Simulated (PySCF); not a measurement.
An element was calculated at r2SCAN (PySCF 2.14, spin-free X2C, a double-zeta basis, no spin-orbit coupling), in the ground configurations that NIST lists.

- first ionisation energy: 5.720 eV
- second ionisation energy: 11.625 eV
- third ionisation energy: 23.185 eV

Question: Which element is it?

Answer: Dysprosium (Dy, Z = 66), in cc-pVDZ-X2C. NIST lists 5.939, 11.647 ± 0.02, 22.89 ± 0.03 eV for these ionisation energies.
